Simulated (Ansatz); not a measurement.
This geometry of C2H10GeSn (14 atoms, charge 0, multiplicity 1) is a first-order saddle point.

These are results of RKS B3LYP/def2-SVP (Ansatz), not measurements.

```xyz
14
Properties=species:S:1:pos:R:3
C -0.700 1.407 -0.547
C -0.412 0.154 0.299
Ge 1.282 0.291 1.334
Sn -0.462 -1.675 -0.912
H -0.730 2.321 0.072
H -1.670 1.339 -1.068
H 0.071 1.573 -1.318
H -1.213 0.018 1.045
H 0.997 0.280 2.852
H 2.002 1.610 0.971
H 2.243 -0.880 1.023
H -0.230 -3.060 0.086
H 0.792 -1.606 -2.091
H -1.982 -1.801 -1.719
```

**Question.** Which two structures does it join? (They come from a converged band through this point; their orientation in space is the band's.)

**Answer.** No bond is made or broken. The dihedral Sn4–C2–Ge3–H11 goes from -58 to 63°. The two ends are copies of one structure, up to a mirror image or an exchange of like atoms.

First end point:

```xyz
14
Properties=species:S:1:pos:R:3
C -0.808 1.389 -0.379
C -0.407 0.081 0.324
Ge 1.282 0.263 1.339
Sn -0.348 -1.607 -1.078
H -0.907 2.222 0.340
H -1.777 1.300 -0.900
H -0.063 1.701 -1.129
H -1.176 -0.200 1.063
H 1.165 1.434 2.345
H 2.453 0.567 0.376
H 1.599 -1.035 2.114
H 0.008 -3.077 -0.256
H 0.852 -1.322 -2.281
H -1.885 -1.746 -1.849
```

Last end point:

```xyz
14
Properties=species:S:1:pos:R:3
C -0.666 1.401 -0.565
C -0.400 0.156 0.297
Ge 1.274 0.304 1.340
Sn -0.474 -1.686 -0.894
H -0.701 2.320 0.046
H -1.629 1.335 -1.100
H 0.118 1.552 -1.327
H -1.209 0.035 1.039
H 1.450 -0.919 2.268
H 1.244 1.587 2.205
H 2.490 0.387 0.390
H -0.297 -3.075 0.108
H 0.783 -1.669 -2.073
H -1.995 -1.757 -1.705
```

**Question.** How far does it lie above each of them?

**Answer.** 0.055 eV above the first and 0.055 eV above the second. This is the barrier of this one path; another mechanism may lie lower.

Run time: 2.6 min on 2 threads of Intel(R) Xeon(R) 6975P-C (Granite Rapids), with other jobs on the host, peak memory 0.45 GiB.
